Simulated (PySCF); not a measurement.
## Ionisation energy of Al²⁺ by level of theory

Al²⁺ [Ne] 3s1 (2S) → Al³⁺ [Ne] (1S), as a difference of total energies. Calculation: PySCF 2.14, in ANO-RCC-VTZP; scalar relativity by spin-free X2C-1e. Correlated levels: valence and next inner shell: 1s2 frozen. The calculations carry no spin-orbit coupling.

```json
{"method": "UHF", "ionisation energy (eV)": "28.088"}
{"method": "PBE", "ionisation energy (eV)": "28.847"}
{"method": "PBE0", "ionisation energy (eV)": "28.717"}
{"method": "r2SCAN", "ionisation energy (eV)": "28.424"}
{"method": "wB97X", "ionisation energy (eV)": "27.913"}
{"method": "MN15", "ionisation energy (eV)": "28.031"}
{"method": "BHandHLYP", "ionisation energy (eV)": "28.846"}
{"method": "MP2 (valence and next inner shell)", "ionisation energy (eV)": "28.271"}
{"method": "SCS-MP2 (valence and next inner shell)", "ionisation energy (eV)": "28.227"}
```

Problem. Estimate what LDA gives.

Solution. 28.838 eV, closest to BHandHLYP among the rows shown.

Problem. Estimate what TPSSh gives.

Solution. 28.509 eV, closest to r2SCAN among the rows shown.

Errors of the correlated levels include the incompleteness of this basis and the frozen core.

For comparison: 28.448 eV (measured; NIST Atomic Spectra Database, ionization energies).
